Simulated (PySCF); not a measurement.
# MN15 on Kr (krypton, neutral)

Configuration: [Ar] 3d10 4s2 4p5 5s1, high-spin 3P determinant (an excited configuration). Calculation: PySCF 2.14, in aug-cc-pVQZ-PP with one added diffuse shell each of s, p, d, f, g type with ECP10MDF (8s7p6d4f3g, 114 functions); a scalar-relativistic core potential.

- Total energy: -463.6917 hartree
- One-electron energy: -801.7719 hartree
- Hartree (Coulomb) energy: 371.5960 hartree
- Exchange-correlation energy: -33.5158 hartree
- ⟨S²⟩: 2.0029
- ⟨L²⟩: 2.056
- Sum of ⟨r⟩: 27.69 bohr
- Sum of ⟨r²⟩: 66.09 bohr²
- Traceless quadrupole moment −½Σ⟨3z² − r²⟩ along its main axis: -0.394 e·bohr²
- Time after the integrals: about 13 core-seconds

| shell | electrons | mean orbital energy (hartree) | spread (hartree) | rms radius, mean of both spins (bohr) |
| --- | --- | --- | --- | --- |
| 3s β | 1 | -9.23077 | 0 | 0.586 |
| 3s α | 1 | -9.22956 | 0 | 0.586 |
| 3p α | 3 | -7.31848 | 0.02808 | 0.599 |
| 3p β | 3 | -7.31783 | 0.02802 | 0.599 |
| 3d α | 5 | -3.56506 | 0.02640 | 0.600 |
| 3d β | 5 | -3.56369 | 0.02667 | 0.600 |
| 4s α | 1 | -1.17355 | 0 | 1.67 |
| 4s β | 1 | -1.11433 | 0 | 1.67 |
| 4p α | 3 | -0.61333 | 0.04913 | 2.01 |
| 4p β | 2 | -0.57607 | 0 | 2.01 |
| 5s α | 1 | -0.11128 | 0 | 5.83 |

Energies and moments cover only the electrons outside the core potential. The outer electron is Rydberg-like, and this basis confines it to a smaller radius and binds it less than a complete one would.
